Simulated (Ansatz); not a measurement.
Species: sum formula H$_{2}$BSeO (charge -1, singlet). It need not be the lowest isomer of its formula. Whether it binds its extra electron was not tested at this geometry. SMILES: [O-]B[SeH]
Structure (B3LYP-D3(BJ)/def2-TZVP (Ansatz, a program for electronic structure) minimum search):
```
B
O 1 1.2567
H 1 1.2180 2 133.08
Se 1 2.1934 3 103.30 2 180.00
H 4 1.4727 1 96.61 3 -180.00
```
Charge -1, spin multiplicity 1.

Problem. Give the harmonic wavenumbers at B3LYP-D3(BJ)/def2-TZVP (Ansatz, finite differences of forces, unscaled).

Solution. 234, 277, 358, 613, 788, 1044, 1606, 2378, 2407 cm⁻¹. Zero-point energy 13.9 kcal/mol.

Problem. From these and the geometry, give the ideal-gas thermochemistry at 298.15 K and 1 atm (rigid rotor, harmonic oscillator).

Solution. Point group Cs, rotational symmetry number 1. Rotational constants 51.22, 3.328, 3.125 GHz. S(trans) 39.94, S(rot) 23.92, S(vib) 5.27, S(elec, spin only) 0.00, S 69.1 cal/(mol K). H(298) - H(0) 3.36 kcal/mol; G - E(el) -3.4 kcal/mol.
